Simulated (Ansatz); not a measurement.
Geometry optimisation, DFT PBE-D3(BJ), scalar-relativistic, plane waves, PAW (Ansatz).

input.yaml

```yaml
crystal:
  lattice:
    - [7.398, 0.0, 0.0]
    - [-3.699, 6.406856, 0.0]
    - [0.0, 0.0, 11.0]
  atoms:
    - { symbol: C, position: [0.0, 0.0, 0.0909091] }
    - { symbol: C, position: [0.2222222, 0.1111111, 0.0909091] }
    - { symbol: C, position: [0.0, 0.3333333, 0.0909091] }
    - { symbol: C, position: [0.2222222, 0.4444444, 0.0909091] }
    - { symbol: C, position: [0.0, 0.6666667, 0.0909091] }
    - { symbol: C, position: [0.2222222, 0.7777778, 0.0909091] }
    - { symbol: C, position: [0.3333333, 0.0, 0.0909091] }
    - { symbol: C, position: [0.5555556, 0.1111111, 0.0909091] }
    - { symbol: C, position: [0.3333333, 0.3333333, 0.0909091] }
    - { symbol: C, position: [0.5555556, 0.4444444, 0.0909091] }
    - { symbol: C, position: [0.3333333, 0.6666667, 0.0909091] }
    - { symbol: C, position: [0.5555556, 0.7777778, 0.0909091] }
    - { symbol: C, position: [0.6666667, 0.0, 0.0909091] }
    - { symbol: C, position: [0.8888889, 0.1111111, 0.0909091] }
    - { symbol: C, position: [0.6666667, 0.3333333, 0.0909091] }
    - { symbol: C, position: [0.8888889, 0.4444444, 0.0909091] }
    - { symbol: C, position: [0.6666667, 0.6666667, 0.0909091] }
    - { symbol: C, position: [0.8888889, 0.7777778, 0.0909091] }
    - { symbol: C, position: [0.9526964, 0.0601358, 0.2181818] }
    - { symbol: O, position: [0.9526964, 0.0601358, 0.3236364] }
basis:
  ecutwfc: 420.0
kpoints:
  mp_grid: { grid: [2, 2, 1] }
hamiltonian:
  xc: pbe
  dispersion: d3bj
scf:
  occupations: { method: gaussian, width: 0.02 }
  lower_state_search: "off"
relax:
  f_tol: 0.03
  max_steps: 60
  adjacent_minimum: "off"
```

Command:

```bash
$ ansatz run input.yaml --threads 1 --pin off --max-ram 3072MiB --backend cpu --events-out ev --progress --plain --runs-dir out
```

Q: Where does it end, and by what steps?

A: It converged. Limits of this set-up: slab without dipole correction. After 7 steps the energy has fallen by 1.078 eV; C1 moved furthest, 0.34 Å.

```csv
step,energy less start (eV),largest force component (eV/Å),accepted
0,0.0000,3.201,yes
1,-0.7144,1.805,yes
2,-0.9885,1.178,yes
3,-1.0640,0.396,yes
4,-1.0763,0.109,yes
5,-1.0774,0.043,yes
6,-1.0775,0.034,yes
7,-1.0775,0.023,yes
```

```xyz
20
Lattice="7.3980 0.0000 0.0000 -3.6990 6.4069 0.0000 0.0000 0.0000 11.0000" Properties=species:S:1:pos:R:3
C 0.076 -0.038 1.330
C 1.276 0.737 1.002
C -1.228 2.182 0.999
C -0.013 2.853 0.956
C -2.460 4.264 0.890
C -1.224 4.984 0.894
C 2.480 0.006 0.890
C 3.695 0.711 0.889
C 1.249 2.124 0.956
C 2.481 2.844 0.892
C -0.006 4.280 0.894
C 1.227 5.000 0.956
C 4.899 -0.020 1.000
C 6.099 0.756 1.325
C 3.700 2.141 0.893
C 4.935 2.860 0.889
C 2.489 4.271 0.956
C 3.704 4.941 1.002
C 6.785 0.359 2.574
O 6.777 0.362 3.772
```

Whether the end is a true minimum wasn't checked by a vibrational analysis.

The run took 29 s on 1 thread of AMD EPYC 9R14 (Zen 4) (shared host), peak memory 0.68 GiB.
